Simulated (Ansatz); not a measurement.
`F[SiH]1[CH2][AlH]1`, relaxed with RKS PBE-D4/def2-SVP in Ansatz from a rough embedded geometry. The force threshold is 0.03 eV/Å; the program also tests the step.

Charge 0, multiplicity 1.

Start:

```xyz
8

F    -1.320    1.414    1.342
Si   -0.116    0.326    1.124
C     0.483    0.387   -0.647
Al   -0.528   -1.325   -0.592
H     1.052    0.384    2.005
H     0.090    1.198   -1.233
H     1.610    0.164   -0.736
H    -1.270   -2.548   -1.263
```

Q: By how much does the energy fall, and how many steps does the optimiser take? (Estimate.)

A: The calculation gave: 36.62 kJ/mol, in 16 steps, 3 of them rejected.

Q: Which bonds change most? (Estimate.)

A: Computed: Si2–Al4 from 2.417 to 2.345 Å; C3–H6 from 1.076 to 1.127 Å; C3–H7 from 1.152 to 1.108 Å; Si2–H5 from 1.464 to 1.505 Å.

Q: Give the relaxed structure. (Estimate.)

A: Computed: 
```xyz
8

F    -1.018    1.754    1.543
Si   -0.211    0.389    1.085
C     0.583    0.281   -0.625
Al   -0.599   -1.320   -0.474
H     0.802    0.090    2.157
H    -0.102    0.752   -1.386
H     1.622    0.569   -0.876
H    -1.077   -2.516   -1.423
```
